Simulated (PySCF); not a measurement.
These are PySCF 2.14.0 with r2SCAN-D4/def2-TZVP values and carry that method's errors. All species are isolated molecules in the gas phase. Excitations are Tamm–Dancoff values on a coarser integration grid. The basis has no diffuse functions, so Rydberg states are missing or too high.

Reference species (SMILES): `[SiH3]B(I)I` (neutral, multiplicity 1).

| Quantity | Result |
|---|---|
| T1 excitation (TDA) | 2.97 eV |
| HOMO | -6.74 eV |
| S1 oscillator strength | 0.000 |

After one change: the T1 excitation (TDA) rises by 0.36 eV; the HOMO goes up by 0.18 eV; the S1 oscillator strength hardly moves.

Problem. What was changed between the two runs? The new species is one of these.
A) `[SiH3]B([SiH3])I`
B) `[SiH3]B([SiH3])[SiH3]`
C) `IB(I)I`

Solution. C, `IB(I)I`
